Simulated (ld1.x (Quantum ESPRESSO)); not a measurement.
# Before and after: PAW potential for Si

- Element: silicon (Si)
- Generator: ld1.x (Quantum ESPRESSO) 7.5
- Type: PAW
- Functional: LDA (PZ)
- Relativity: non-relativistic
- Frozen core: [Ne]
- Valence charge: 4
- Reference configuration: 3s1 3p3
- Partial waves: 3s (bound): rcut 1.30, rcutus 1.75 bohr; 3s channel at -0.55 Ry: rcut 1.30, rcutus 1.75 bohr; 3p (bound): rcut 1.90, rcutus 2.15 bohr; 3p channel at 1.7 Ry: rcut 1.90, rcutus 2.15 bohr; 3d channel at 0.05 Ry: rc 1.70 bohr
- Local potential: the d channel
- Core correction: a·sin(br)/r model core inside 1.60 bohr
- Augmentation charge: PSQ, inside the norm-conserving radii

All-electron outer shells of the reference configuration (LDA (PZ), non-relativistic, ld1.x):

```csv
shell,level (eV),outermost node (bohr),outermost maximum (bohr)
2p,-97.20,–,0.39
3s,-11.58,0.72,1.75
3p,-4.75,0.72,2.11
```

Change: reference 3s2 3p2.

Cutoffs: the cutoffs (Ry, on a coarse ladder) from which the occupation-weighted sum of valence levels, in a spherical-Bessel basis at the reference potential, stays within 10 and 1 mRy of its value at 400 Ry; they do not see the model core or the augmentation charge, which bear on the density cutoff. Errors are all-electron minus pseudo energies relative to the spin-unpolarised reference configuration.

Q: What does the change do?

A: The potential gets neither clearly harder nor softer (10 Ry and 15 Ry → 10 Ry and 15 Ry); the s channel sets the loose cutoff, while the largest relative change is in p, which becomes softer; neither file shows a bound ghost.

| quantity | base | changed |
| --- | --- | --- |
| cutoff, loose | 10 Ry | 10 Ry |
| cutoff, tight | 15 Ry | 15 Ry |
| loose cutoff by channel (10 mRy a level) | s 8 Ry, p 8 Ry | s 8 Ry, p 6 Ry |
| bound ghosts | none | none |
| largest error over its own tests, meV | -58 | -72 |
| s: phases at 2.35 bohr within 0.05 rad from the reference energy up to (Ry; the scan ends near 5) | 3.4 | 3.5 |
| p: phases at 2.35 bohr within 0.05 rad from the reference energy up to (Ry; the scan ends near 5) | 4.5 | 4.6 |
| d: phases at 2.35 bohr within 0.05 rad from the reference energy up to (Ry; the scan ends near 5) | 4.4 | 4.5 |
| lowest overlap eigenvalue by channel | s 0.43, p 0.70 | s 0.43, p 0.70 |
